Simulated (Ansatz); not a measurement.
`C[N](C)[InH][Br]` + `C[Si]Br` → `[Br][InH][Br]` + `C[Si]N(C)C` at 600 K and 1 bar (redistribution).

Program: Ansatz. Geometries: PBE0-D4/def2-TZVP. ΔE: electronic, gas phase. CCSD(T)/CBS adds triple-zeta CCSD(T) − MP2 to the extrapolated MP2 energy (def2 sets, frozen cores). def2 core potentials past Kr. For Br, In outer-core shells are correlated without core-valence functions, which leaves a few kJ/mol of doubt a bond. Scalar relativity is left out up to krypton. Each species was taken in one conformer, which may not be the lowest.

```csv
species,CCSD(T)/CBS energy (Eh),H − E (kJ/mol),S (J/(mol·K))
`C[N](C)[InH][Br]`,-2898.19389,300.7,494.8
`C[Si]Br`,-2902.25975,135.3,364.7
`[Br][InH][Br]`,-5337.15310,57.6,386.2
`C[Si]N(C)C`,-463.33839,380.8,449.0
```

H − E and S are ideal-gas, rigid-rotor, harmonic terms from PBE0-D4/def2-TZVP, for one conformer and one mirror image of each species. 1 Eh = 2625.50 kJ/mol, R = 8.31446 J/(mol·K).

By hand: ΔE, ΔH, ΔS and ΔG.

ΔE = (-5337.15310) + (-463.33839) − (-2898.19389) − (-2902.25975) = -0.03785 Eh = -99.4 kJ/mol. Δ(H − E) = 57.6 + 380.8 − 300.7 − 135.3 = 2.4, so ΔH = -97.0 kJ/mol. ΔS = 386.2 + 449.0 − 494.8 − 364.7 = -24.3 J/(mol·K). ΔG = -97.0 − 600 × (-24.3)/1000 = -82.4 kJ/mol.

By hand: the equilibrium constant, and the temperature at which ΔG would vanish if ΔH and ΔS stayed fixed.

log₁₀ K = −ΔG/(RT ln 10) = 7.2. ΔG = 0 at ΔH/ΔS = 3992 K, far beyond where these terms or the molecules hold.

ΔH outweighs TΔS. A doubt of 5 kJ/mol in ΔE shifts log₁₀ K by 0.4 here. Other conformers and mirror images would add mixing entropy, several J/(mol·K) or more a flexible species. These are equilibria of isolated gas molecules and say nothing of rates. Largest T1 diagnostic: 0.014 (customary marks: 0.02 for closed shells, 0.045 for open ones).
